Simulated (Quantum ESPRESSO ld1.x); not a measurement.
Problem. Ge II, 31 electrons, occupied as [Ar] 3d10 4s2 4p1. All-electron calculation, Dirac Kohn-Sham, BLYP, spin-unpolarised, spherical densities, point nucleus; open shells are shared between the two j in proportion to 2j + 1. Program: ld1.x of Quantum ESPRESSO 7.5. Some entries of the table are withheld. Estimate them.

| orbital | occ. | eigenvalue (eV) | <1/r> (bohr^-1) |
|---|---|---|---|
| 1s1/2 | 2 | -10969.8 | 32.39 |
| 2s1/2 | 2 | -1380.48 | 7.149 |
| 2p1/2 | 2 | -1229.18 | (1) |
| 2p3/2 | 4 | -1197.27 | (2) |
| 3s1/2 | 2 | -177.123 | 2.293 |
| 3p1/2 | 2 | (3) | 2.166 |
| 3p3/2 | 4 | (4) | 2.119 |
| 3d3/2 | 4 | -38.5389 | 1.790 |
| 3d5/2 | 6 | -37.9524 | 1.777 |
| 4s1/2 | 2 | -19.8283 | 0.6476 |
| 4p1/2 | 0.333333 | -11.3641 | 0.5119 |
| 4p3/2 | 0.666667 | -11.1185 | 0.5030 |
| 5s1/2 | 0 | -4.6401 | 0.2346 |
| 4d3/2 | 0 | -3.0673 | 0.2369 |
| 4d5/2 | 0 | -3.0595 | 0.2362 |

Solution. 
(1) 2p1/2 <1/r> (bohr^-1): 7.112
(2) 2p3/2 <1/r> (bohr^-1): 6.918
(3) 3p1/2 eigenvalue (eV): -127.267
(4) 3p3/2 eigenvalue (eV): -122.980
